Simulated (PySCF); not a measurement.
H9NSi3, AlH5NOSi, CH5AlBO, AlBClH2O (calculated)

Calculation on a computer-drawn molecule: optimised geometry and harmonic frequencies of an isolated molecule of the commonest isotopes, restricted reference for singlets and unrestricted otherwise, frozen core in MP2. Program: PySCF 2.14.0.

Common to all runs: charge 0; method HF; basis cc-pV(D+d)Z.

```yaml
- entry: 1
  formula: H9NSi3
  start_structure:
    atoms_angstrom:
      - ["N", -1.4109, -1.0675, -2.1705]
      - [Si, -2.3511, -0.358, -0.8819]
      - [Si, -1.0244, -0.6766, 1.002]
      - [Si, 1.1602, -1.4033, 0.6421]
      - [H, -1.8146, -1.1067, -3.1649]
      - [H, -0.3894, -0.8063, -2.2947]
      - [H, -3.5793, -1.157, -0.9995]
      - [H, -2.7188, 1.0682, -1.1151]
      - [H, -1.0216, 0.4809, 1.7913]
      - [H, -1.7168, -1.6618, 1.9076]
      - [H, 1.2023, -2.7065, -0.0107]
      - [H, 1.9485, -1.5806, 1.8911]
      - [H, 1.9452, -0.4622, -0.2633]
  given:
    multiplicity: 1
    drawn_bonds_atom: [1, 2, 3, 1, 1, 2, 2, 3, 3, 4, 4, 4]
    drawn_bonds_other_atom: [2, 3, 4, 5, 6, 7, 8, 9, 10, 11, 12, 13]
    drawn_bonds_order: [1, 1, 1, 1, 1, 1, 1, 1, 1, 1, 1, 1]
  results:
    optimised_atom_element: ["N", Si, Si, Si, H, H, H, H, H, H, H, H, H]
    "optimised_atom_x [angstrom]": [-1.289, -2.276, -0.9161, 1.082, -1.674, -0.7663, -2.797, -3.458, -0.5582, -1.668, 0.77, 1.86, 1.922]
    "optimised_atom_y [angstrom]": [-0.4239, -0.6981, -0.481, -1.734, -0.6381, 0.431, -2.083, 0.1998, 0.9477, -0.9417, -3.144, -1.713, -1.16]
    "optimised_atom_z [angstrom]": [-2.349, -0.952, 0.9718, 0.7496, -3.252, -2.407, -1.047, -0.8298, 1.186, 2.169, 0.4107, 2.013, -0.3289]
    "modes_frequency [cm^-1]": [34.61, 90.58, 107.8, 180.2, 243.4, 360.6, 395.0, 456.6, 474.5, 496.7, 554.6, 622.9, 725.3, 761.8, 801.4, 840.9, 885.2, 975.6, 994.6, 1017, 1027, 1028, 1051, 1703, 2252, 2272, 2280, 2298, 2299, 2304, 2306, 3755, 3842]
    "modes_reduced_mass [dalton]": [2.856, 3.459, 1.074, 1.867, 1.327, 1.147, 5.71, 1.388, 2.24, 1.24, 1.242, 1.312, 1.099, 1.089, 1.226, 2.012, 1.581, 1.115, 1.144, 1.118, 1.035, 1.06, 1.051, 1.104, 1.041, 1.042, 1.039, 1.046, 1.041, 1.046, 1.026, 1.051, 1.094]
    "rotational_constants [GHz]": [4.857, 1.566, 1.299]
    "total_energy [hartree]": -926.5184
    "convergence_status_largest_gradient_component [hartree/bohr]": 1.076e-05
- entry: 2
  formula: AlH5NOSi
  start_structure:
    atoms_angstrom:
      - ["N", 0.9525, 1.1637, 1.157]
      - [Al, 0.3647, -0.2471, 0.2644]
      - [O, -1.064, -0.295, -0.6583]
      - [Si, -2.438, -0.3401, -1.3892]
      - [H, 1.823, 1.2689, 1.6455]
      - [H, 0.4666, 2.0941, 1.1486]
      - [H, 1.1467, -1.484, 0.2884]
      - [H, -3.5176, 0.0208, -0.4524]
      - [H, -2.3841, 0.6935, -2.4307]
  given:
    multiplicity: 2
    drawn_bonds_atom: [1, 2, 3, 1, 1, 2, 4, 4]
    drawn_bonds_other_atom: [2, 3, 4, 5, 6, 7, 8, 9]
    drawn_bonds_order: [1, 1, 1, 1, 1, 1, 1, 1]
  results:
    optimised_atom_element: ["N", Al, O, Si, H, H, H, H, H]
    "optimised_atom_x [angstrom]": [0.9612, 0.4066, -1.061, -2.455, 1.817, 0.4797, 1.261, -3.613, -2.446]
    "optimised_atom_y [angstrom]": [1.19, -0.2488, -0.1976, -0.2952, 1.251, 2.069, -1.565, -0.00151, 0.6723]
    "optimised_atom_z [angstrom]": [1.127, 0.2856, -0.5465, -1.388, 1.646, 1.164, 0.3055, -0.5045, -2.516]
    "modes_frequency [cm^-1]": [29.05, 54.11, 84.81, 237.7, 388.1, 444.8, 529.2, 555.3, 640.3, 782.2, 784.3, 870.5, 890.5, 1014, 1132, 1671, 2031, 2260, 2272, 3780, 3864]
    "modes_reduced_mass [dalton]": [1.151, 4.782, 3.75, 3.909, 1.118, 1.296, 5.07, 1.209, 1.195, 1.161, 1.358, 3.04, 1.426, 1.073, 13.6, 1.112, 1.043, 1.029, 1.055, 1.052, 1.094]
    "rotational_constants [GHz]": [17.86, 1.842, 1.703]
    "total_energy [hartree]": -663.1851
    spin_squared: 0.7533
    "convergence_status_largest_gradient_component [hartree/bohr]": 1.173e-05
- entry: 3
  formula: CH5AlBO
  start_structure:
    atoms_angstrom:
      - [B, -1.5838, 2.6, 1.0052]
      - [C, -0.897, 1.8603, -0.196]
      - [O, -0.1675, 2.5679, -1.1261]
      - [Al, 0.6589, 3.467, -2.1248]
      - [H, -2.188, 1.9544, 1.7995]
      - [H, -1.4415, 3.7505, 1.0751]
      - [H, -0.9208, 0.8296, -0.3379]
      - [H, -0.088, 4.1614, -3.4128]
      - [H, 2.1946, 3.7899, -1.8796]
  given:
    multiplicity: 2
    drawn_bonds_atom: [1, 2, 3, 1, 1, 2, 4, 4]
    drawn_bonds_other_atom: [2, 3, 4, 5, 6, 7, 8, 9]
    drawn_bonds_order: [1, 1, 1, 1, 1, 1, 1, 1]
  results:
    optimised_atom_element: [B, C, O, Al, H, H, H, H, H]
    "optimised_atom_x [angstrom]": [-1.348, -0.9773, -0.4744, 0.5338, -1.804, -1.185, -1.123, 0.2747, 1.67]
    "optimised_atom_y [angstrom]": [2.64, 1.802, 2.296, 3.528, 2.109, 3.834, 0.725, 3.938, 4.11]
    "optimised_atom_z [angstrom]": [0.8967, -0.3113, -1.44, -2.05, 1.871, 0.8719, -0.3594, -3.54, -1.137]
    "modes_frequency [cm^-1]": [90.6, 119.7, 147.4, 438.8, 446.8, 596.3, 664.9, 675.9, 765.2, 838.4, 920.3, 1002, 1085, 1308, 1412, 1575, 2030, 2042, 2651, 2732, 3290]
    "modes_reduced_mass [dalton]": [3.731, 1.118, 2.046, 2.198, 1.252, 1.263, 1.195, 4.203, 1.296, 1.116, 1.953, 1.423, 2.265, 1.386, 1.699, 2.71, 1.043, 1.043, 1.064, 1.122, 1.088]
    "rotational_constants [GHz]": [18.03, 3.243, 2.834]
    "total_energy [hartree]": -382.2451
    spin_squared: 0.7568
    "convergence_status_largest_gradient_component [hartree/bohr]": 2.88e-05
- entry: 4
  formula: AlBClH2O
  start_structure:
    atoms_angstrom:
      - [Al, -1.2339, 1.5257, 1.1441]
      - [O, -0.5788, 2.3883, -0.0395]
      - [B, -0.2259, 3.2054, -1.0779]
      - [Cl, -0.2751, 4.9561, -0.8019]
      - [H, -2.8075, 1.3522, 1.1186]
      - [H, 0.2643, 2.8543, -2.0]
  given:
    multiplicity: 2
    drawn_bonds_atom: [1, 2, 3, 1, 3]
    drawn_bonds_other_atom: [2, 3, 4, 5, 6]
    drawn_bonds_order: [1, 1, 1, 1, 1]
  results:
    optimised_atom_element: [Al, O, B, Cl, H, H]
    "optimised_atom_x [angstrom]": [-1.295, -0.6527, -0.1698, -0.2735, -2.811, 0.3451]
    "optimised_atom_y [angstrom]": [1.69, 2.326, 3.198, 4.957, 1.225, 2.886]
    "optimised_atom_z [angstrom]": [1.253, -0.2024, -1.069, -0.7191, 1.18, -2.1]
    "modes_frequency [cm^-1]": [43.4, 87.46, 159.7, 410.4, 639.8, 683.7, 802.4, 918.8, 1192, 1455, 1918, 2770]
    "modes_reduced_mass [dalton]": [16.97, 1.423, 1.833, 14.23, 1.275, 5.084, 4.886, 1.583, 1.207, 10.17, 1.045, 1.096]
    "rotational_constants [GHz]": [17.04, 1.936, 1.761]
    "total_energy [hartree]": -802.2587
    spin_squared: 0.7561
    "convergence_status_largest_gradient_component [hartree/bohr]": 4.341e-06
```
